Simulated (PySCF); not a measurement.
Problem. What does the PBE0-D3(BJ)/def2-SVP structure of `F[C]1C[C@@]12C[C@H]2F` [radical] look like in three dimensions? (Doublet state.)

Solution. 
Z-matrix in Å and degrees, rows numbered from 1:
```
F 
C   1  1.3248
C   2  1.4744  1  125.41
C   2  1.4369  1  125.54  3    79.68
C   4  1.4904  2  137.45  3   129.83
C   4  1.4744  2  139.04  3  -131.39
F   6  1.3518  4  118.54  5   108.20
H   3  1.0965  2  119.29  4   106.82
H   3  1.0976  2  117.86  4  -105.48
H   5  1.0949  4  119.23  6   107.50
H   5  1.0943  4  116.33  6  -106.56
H   6  1.0958  4  119.17  5  -109.04
```

The 3-membered ring C2–C3–C4 has internal angles of 57.3° to 62.9°. The C–F distances run from 1.325 Å (F1–C2, drawn single) to 1.352 Å (C6–F7, drawn single), a spread of 0.027 Å. The 3-membered ring C4–C5–C6 has internal angles of 59.1° to 60.7°. The C–C distances run from 1.437 Å (C2–C4, drawn single) to 1.519 Å (C3–C4, drawn single), a spread of 0.082 Å.

Computed, not measured: PBE0-D3(BJ)/def2-SVP geometry optimisation, gas phase in PySCF 2.14.0.

Point group: C1 (no symmetry element, even within 0.4 Å). No frequency check. ⟨S²⟩ = 0.753 (exact for a doublet: 0.75).

On an Arm Neoverse N1 with one thread, shared host, this took 2.1 min. This is the geometry optimisation.
